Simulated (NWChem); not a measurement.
Species: C₅H₈; SMILES C1CCCC=1

```xyz
13

C      1.0769     0.0538     0.6678
C      1.0769     0.0538    -0.6678
C     -0.3163    -0.0996    -1.2372
C     -1.2283     0.1244     0.0000
C     -0.3163    -0.0996     1.2372
H      1.9636     0.1146     1.2935
H      1.9636     0.1146    -1.2935
H     -0.5294     0.6098    -2.0472
H     -0.4490    -1.1044    -1.6675
H     -1.5908     1.1586     0.0000
H     -2.1081    -0.5266     0.0000
H     -0.4490    -1.1044     1.6675
H     -0.5294     0.6098     2.0472
```
Atoms are numbered in this order, from 1.

Program: NWChem. Pople sets run with spherical d functions. The geometry was optimised at B3LYP/6-31G* (spherical d). Level: M06-2X/6-31G* with SMD (1 M gas to 1 M solution), gas-phase geometry.

```tsv
solvent	dielectric constant	solvation free energy (kcal/mol)	cavity-dispersion-structure term (kcal/mol)	dipole in solution (D)
water	78.4	0.5	2.3	0.23
ethanol	24.9	-3.4	-1.6	0.23
anisole	4.22	[?]	[?]	0.21
1-propanol	20.5	-3.3	-1.6	0.23
chlorobenzene	5.70	-4.5	-3.1	0.21
```

Task: Fill in the missing entries.

Result: 
- anisole, solvation free energy (kcal/mol): -3.8
- anisole, cavity-dispersion-structure term (kcal/mol): -2.5
